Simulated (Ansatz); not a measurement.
Coupled-cluster run, C3H7ClSi (`CC1(Cl)C[SiH2]1`).

```yaml
crystal:
  periodic: [false, false, false]
  atoms:
    - {symbol: C, position_ang: [-0.863384, -0.153687, 1.267596]}
    - {symbol: C, position_ang: [0.350436, -0.095382, 0.385441]}
    - {symbol: Cl, position_ang: [1.858422, -0.238670, 1.314631]}
    - {symbol: C, position_ang: [0.386870, 1.002832, -0.687027]}
    - {symbol: Si, position_ang: [0.359523, -0.722082, -1.367174]}
    - {symbol: H, position_ang: [-0.865226, 0.680970, 1.976153]}
    - {symbol: H, position_ang: [-0.896790, -1.087855, 1.829926]}
    - {symbol: H, position_ang: [-1.772174, -0.088731, 0.662664]}
    - {symbol: H, position_ang: [1.312941, 1.563279, -0.759035]}
    - {symbol: H, position_ang: [-0.497352, 1.632444, -0.734224]}
    - {symbol: H, position_ang: [-0.898315, -1.256100, -1.933286]}
    - {symbol: H, position_ang: [1.602046, -1.292116, -1.921764]}
basis:
  gaussian: {orbitals: def2-TZVPP}
correlation: {method: ccsd_t}
```

```sh
$ ansatz run in.yaml --threads 4 --pin off --events-out ev --progress --plain --max-ram 10444MiB
```

Log, shortened:

```
Functional definition: HF
1595 factors; integrals over basis functions are off by at most 1.1e-3 eV
mean field evaluation 1: about -23564.5814 eV, gradient 3.4e1 eV
mean field evaluation 2: about -23564.8979 eV, gradient 3.4e1 eV
mean field evaluation 4: about -23568.4204 eV, gradient 4.9e0 eV
mean field evaluation 8: about -23568.5024 eV, gradient 3.0e-1 eV
mean field evaluation 16: about -23568.5028 eV, gradient 1.5e-6 eV
mean field -23568.50284584 eV, -866.1265042797 hartree, gradient 1.5e-6 eV, S^2 0.000000; 0 other end points of the search recorded, 0 dependent functions left out
13 core orbitals not correlated: weight in the atoms' cores, before any rotation towards them, 1.000 or more for the frozen orbitals, at most 0.000 for the correlated occupied ones
reference -23568.50284584 eV, -866.1265042797 hartree; 15, 15 occupied and 247, 247 virtual orbitals, 1595 factors
second order -22.55954447 eV of doubles, -0.00000000 eV of singles
cycle   1  -23.35275456 eV  change   -7.9e-1 eV  update   1.0e-1
cycle   2  -23.96097418 eV  change   -6.1e-1 eV  update   3.0e-2
cycle   3  -24.06120782 eV  change   -1.0e-1 eV  update   1.3e-2
cycle   4  -24.05452292 eV  change    6.7e-3 eV  update   3.6e-3
cycle   5  -24.05444375 eV  change    7.9e-5 eV  update   1.6e-3
cycle   6  -24.05432755 eV  change    1.2e-4 eV  update   5.4e-4
cycle   7  -24.05417256 eV  change    1.5e-4 eV  update   2.1e-4
cycle   8  -24.05419163 eV  change   -1.9e-5 eV  update   6.7e-5
cycle   9  -24.05420196 eV  change   -1.0e-5 eV  update   2.4e-5
perturbative correction -1.06509514 eV, -0.0391415246 hartree
Total energy: -23593.62214294 eV, -867.0496214216 hartree
```

Run time 2.1 min (4 threads of an Intel Xeon Platinum 8488C on a shared host); peak host memory 7.3 GiB.

Correlation energy per correlated electron: -0.837 eV. T1 diagnostic: 0.0108.
